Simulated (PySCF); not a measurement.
C₃H₇NOSi, SMILES C#C[Si@H](N)OC.

The structure is a stationary point at B3LYP-D3(BJ)/def2-SVP. The structure was generated by enumeration; whether it is a known compound was not checked. One conformer was computed; it need not be the lowest.

Two levels are set side by side: TDA-PBE/def2-SVPD (PySCF) and TDA-B3LYP/def2-SVPD (PySCF). Vertical, same geometry. The lowest singlet is HOMO→LUMO 97 % with PBE and HOMO→LUMO 57 %, HOMO−3→LUMO 17 %, HOMO−2→LUMO 12 % with the other functional; states are paired by order. Differences are taken from unrounded values.

| quantity | TDA-B3LYP | TDA-PBE | TDA-PBE minus TDA-B3LYP |
|---|---|---|---|
| lowest singlet excitation (eV) | 5.94 | 5.39 | -0.55 |
| lowest triplet excitation (TDA) (eV) | 4.93 | 4.91 | -0.03 |

Functionals without exact exchange tend to place singlet excitations lower, as here. Differences between two approximate levels are no errors against the true value.

Rough cost on one machine, each run with all the roots and properties that it gave: TDA-B3LYP against TDA-PBE about 3 times.
